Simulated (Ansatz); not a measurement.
Total energies of Cu(SH)2 (CuH2S2) from Ansatz at PBE-D4/def2-TZVP, gas phase (1 Eh = 27.2114 eV = 2625.5 kJ/mol). The reference geometry is relaxed at PBE0-D4/def2-TZVP.

```xyz
5

Cu    0.0043    0.0032   -0.0019
S    -0.6698    1.6005    1.2102
H    -1.4689    2.1419    0.2717
S     0.6736   -1.5978   -1.2118
H     1.4607   -2.1478   -0.2682
```

| state | geometry | energy (Eh) |
| --- | --- | --- |
| charge 0 doublet | reference | -2437.61165 |
| charge 1 triplet | reference | -2437.27139 |
| charge 1 triplet | relaxed at PBE0-D4/def2-TZVP | -2437.27854 |
| free Cu atom (doublet) | – | -1640.24447 |
| free S atom (triplet) | – | -397.93833 |
| free H atom (doublet) | – | -0.49962 |

(1) Work out the vertical ionisation energy to the triplet.

(2) How much does the charge 1 triplet relax, and what is the adiabatic ionisation energy?

(3) What is the binding energy per atom against free atoms?

(1) E(charge 1 triplet) − E(charge 0 doublet) = -2437.27139 − (-2437.61165) = 0.34026 Eh = 9.26 eV. For comparison, −ε of the highest occupied level of the spin that leaves is 6.46 eV at this level, 2.80 eV less.

(2) Relaxation: -2437.27139 − (-2437.27854) = 0.00715 Eh = 0.19 eV. Adiabatic ionisation energy: 0.33311 Eh = 9.06 eV, without zero-point energy. 

(3) Atoms: 1 × (-1640.24447) + 2 × (-397.93833) + 2 × (-0.49962) = -2437.12037 Eh. Binding: -2437.12037 − (-2437.61165) = 0.49128 Eh = 13.37 eV, or 2.67 eV for each of 5 atoms (no zero-point energy, no counterpoise term).
